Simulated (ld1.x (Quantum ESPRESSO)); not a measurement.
## Transferability test, TM potential for N

- Element: N (Z = 7)
- Generator: ld1.x (Quantum ESPRESSO) 7.5
- Type: norm-conserving Troullier–Martins (Kleinman–Bylander form)
- Functional: revPBE
- Relativity: non-relativistic
- Frozen core: [He]
- Valence charge: 5
- Reference configuration: 2s1.5 2p3.5
- Partial waves: 2p (bound): rc 1.55 bohr; 3d channel at 0.05 Ry: rc 1.50 bohr; 2s (bound): rc 1.00 bohr
- Local potential: the s channel
- Core correction: none

Energies are relative to the spin-unpolarised reference configuration 2s1.5 2p3.5; without spin polarisation the order of configurations can differ from experiment.

Give the all-electron excitation energy and the error of the potential for: 2s2 2p3; 2s2 2p2; 2s2 2p1; 2s2 2p3.3; 2s1 2p4; 2s0 2p5; 2s1 2p0.

| valence configuration | charge | ΔE all-electron (eV) | error AE − PS (meV) |
| --- | --- | --- | --- |
| 2s2 2p3 | 0 | -5.779 | +1.1 |
| 2s2 2p2 | +1 | 7.762 | +30 |
| 2s2 2p1 | +2 | 36.552 | +185 |
| 2s2 2p3.3 | -0.3 | -7.384 | -0.9 |
| 2s1 2p4 | 0 | 5.784 | +0.9 |
| 2s0 2p5 | 0 | 17.364 | +3.7 |
| 2s1 2p0 | +4 | 161.322 | +1233 |

Levels in the configuration 2s1 2p0:

```
level  all-electron (eV)  pseudo (eV)
   2s            -87.507      -86.943
```
